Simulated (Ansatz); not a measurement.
Ansatz (an electronic-structure program) input (PBE/def2-SVPD):

Ansatz 0.2 input:
```yaml
crystal:
  periodic: [false, false, false]
  atoms:
    - {symbol: H, position_ang: [0.00000000, 0.00000000, 0.00000000]}
basis:
  gaussian:
    orbitals: def2-SVPD
hamiltonian:
  xc: {name: PBE}
magnetization: {spin_polarized: true, initial_magnetization: 1}
scf: {lower_state_search: full}
```

Output:

```
Functional definition: PBE
integrals: 0.00 GiB planned
45 factors; their error is unknown
mean field: 0.04 GiB planned
mean field evaluation 1: about -13.5666 eV, gradient 4.0e-1 eV
mean field evaluation 2: about -13.5686 eV, gradient 4.7e-2 eV
mean field evaluation 4: about -13.5684 eV, gradient 7.9e-5 eV
mean field evaluation 8: about -13.5666 eV, gradient 4.0e-1 eV
mean field evaluation 16: about -13.4907 eV, gradient 2.5e0 eV
mean field -13.56837506 eV, -0.4986285866 hartree, gradient 7.7e-5 eV, S^2 0.750000; 2 other end points of the search recorded, 0 dependent functions left out
reference -13.56839901 eV, -0.4986294667 hartree; 1, 0 occupied and 7, 8 virtual orbitals, 45 factors
Total energy: -13.56839901 eV, -0.4986294667 hartree
```
